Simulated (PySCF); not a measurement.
# Threshold energies of AsF in a plasma

PBE in PySCF with def2-TZVPPD on every atom, for the lowest determinant that a PBE0 search found; no spin–orbit coupling.

| species | state (unpaired electrons) | Re (Å) | ωe (cm⁻¹) | energy of the minimum from the neutral (eV) | De (eV) | dissociates to |
| --- | --- | --- | --- | --- | --- | --- |
| AsF | triplet (π ↑↑) | 1.771 | 649 | 0.00 | 4.64 | As + F |
| AsF⁺ | doublet (π ↑) | 1.687 | 785 | 9.37 | 5.16 | As⁺ + F |
| AsF⁻ | doublet (π ↑) | 1.880 | 495 | -0.72 | 1.69 | As + F⁻ |

Q: Work out the lowest energy to break AsF into atoms, from its vibrational ground state.

A: D0 = De − ωe/2 = 4.64 − 0.04 = 4.60 eV (PBE/def2-TZVPPD).

Q: Work out the ionisation energy of the As atom at this level and the threshold of dissociative ionisation.

A: IE(As) = 9.37 + 5.16 − 4.64 = 9.89 eV, so As⁺ + F + e⁻ appears at D0 + IE(As) = 14.49 eV (PBE/def2-TZVPPD). The measured IE(As) is 9.789 eV (NIST ASD).

Q: Work out the electron affinity of the F atom and the threshold of dissociative attachment.

A: EA(F) = 4.64 − 1.69 − (-0.72) = 3.67 eV, so As + F⁻ needs D0 − EA(F) = 0.93 eV (PBE/def2-TZVPPD). The measured EA(F) is 3.401 eV.

Q: At which energy does ion-pair formation open?

A: As⁺ + F⁻ lies at D0 + IE(As) − EA(F) = 10.82 eV (PBE/def2-TZVPPD).

These are thermodynamic thresholds; the onsets seen under electron impact lie higher where the geometry changes, and cross-sections peak well above them.

Spin–orbit coupling is left out. For an ion De counts to the pair picked by the measured ionisation energies or electron affinities, which need not be the lowest pair at this level. The highest Kohn–Sham level is positive in this anion. Much of that is self-interaction error, but it also means that the finite basis helps to hold the extra electron. States were picked by a PBE0 search and need not be the measured ground states.
